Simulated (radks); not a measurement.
Ionisation of the lanthanum ion La+, [Xe] 5d2, to [Xe] 5d1 as the strength of local exchange is varied. All-electron calculation, scalar-relativistic Kohn-Sham, Slater X-alpha exchange (alpha = 2/3 is LDA exchange), no correlation, spin-polarised, spherical densities, point nucleus; open shells are filled with parallel spins first (spin-orbit coupling, left out, can overturn this in heavy ions). Program: a radial shooting solver on a logarithmic mesh with Libxc functionals.

| alpha | E(La+) (hartree) | exchange (hartree) | IE (eV) | -e of the level emptied (eV) | <r> of it (bohr) |
|---|---|---|---|---|---|
| 0.658 | -8478.7138 | -188.5559 | 10.338 | 6.887 (5d) | 2.988 |
| 0.7 | -8490.7937 | -200.8621 | 10.749 | 7.242 (5d) | 2.929 |
| 0.93 | -8557.2344 | -268.8272 | 13.190 | 9.411 (5d) | 2.655 |
| 0.951 | -8563.3251 | -275.0810 | 13.429 | 9.628 (5d) | 2.634 |
| 0.999 | -8577.2619 | -289.4056 | 13.985 | 10.134 (5d) | 2.587 |
| x | -8481.3010 | -191.1902 | 10.425 | 6.962 (5d) | 2.975 |

Which alpha was used in the last row?

Answer. alpha = 0.667. NIST Atomic Spectra Database: 11.185 eV (measured). The Delta-SCF value meets it near alpha = 0.74. Open shells are spherical and high-spin; term and fine-structure splittings are not resolved. Spin-orbit splitting is averaged out at the scalar-relativistic level.
